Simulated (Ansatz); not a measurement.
`[NH2][Sn][O][SiH3]` + `OB(O)O` → `OB(O)O[SiH3]` + `[NH2][Sn][OH]`  (ligand exchange at the Si–O bond)

Isolated molecules relaxed with PBE0-D4/def2-TZVP in Ansatz; ΔE leaves out vibrations. CCSD(T)/CBS adds triple-zeta CCSD(T) − MP2 to the extrapolated MP2 energy (def2 sets, frozen cores). This one scheme is used for every species. DFT in def2-TZVPP. def2 core potentials past Kr. For Sn outer-core shells are correlated without core-valence functions, which leaves a few kJ/mol of doubt a bond. Each species was taken in one conformer, which may not be the lowest.

`[NH2][Sn][O][SiH3]`:

Z-matrix (Å, degrees):
```
Si
O 1 1.623
H 1 1.489 2 110.7
H 1 1.489 2 110.7 3 -120.4
H 1 1.496 2 112.1 3 119.8
Sn 2 1.989 1 144.0 3 -119.2
N 6 2.011 2 95.2 1 -0.1
H 7 1.010 6 124.3 2 -0.1
H 7 1.008 6 124.2 2 -179.9
```

`OB(O)O`:

Cartesian coordinates in Å:
```
O -0.811 0.839 0.710
B 0.000 0.000 0.000
O 0.906 0.512 -0.885
O -0.095 -1.352 0.175
H -0.650 1.762 0.501
H 1.415 -0.174 -1.321
H -0.764 -1.587 0.820
```

`OB(O)O[SiH3]`:

```xyz
10

O    -0.356    1.411    0.878
B     0.673    0.580    0.543
O     1.932    0.841    1.001
O     0.426   -0.505   -0.248
Si   -0.988   -1.033   -0.921
H    -0.075    2.140    1.435
H     2.569    0.189    0.701
H    -1.984   -1.350    0.133
H    -1.542   -0.012   -1.844
H    -0.654   -2.263   -1.678
```

`[NH2][Sn][OH]`:

```xyz
6

N     0.266    0.850   -0.577
Sn   -1.452    0.067    0.146
O    -0.629   -1.501    1.040
H     0.297    1.697   -1.124
H     1.193    0.471   -0.453
H     0.325   -1.584    0.967
```

```csv
level,ΔE (kJ/mol),difference from CCSD(T)/CBS
r2SCAN-D4,20.7,-1.2
ωB97M-V,20.6,-1.3
HF/def2-TZVPP,21.8,-0.1
SCS-MP2/def2-TZVPP,22.4,0.5
CCSD/def2-TZVPP,22.4,0.5
CCSD(T)/def2-TZVPP,22.7,0.8
HF/def2-QZVPP,21.8,-0.1
SCS-MP2/def2-QZVPP,21.9,0.0
MP2/CBS(def2),22.3,0.4
CCSD/CBS(def2),21.6,-0.3
CCSD(T)/CBS,21.9,0
```

Largest T1 diagnostic among the species: 0.017.

The D4 term adds +3.3 kJ/mol with B3LYP and +1.8 kJ/mol with PBE0; it sums over pairs of atoms, weighted by their polarisabilities, and B3LYP, whose exchange is more repulsive, gets the larger term.

B3LYP here is the variant with VWN-RPA as its local correlation; programs differ in this.
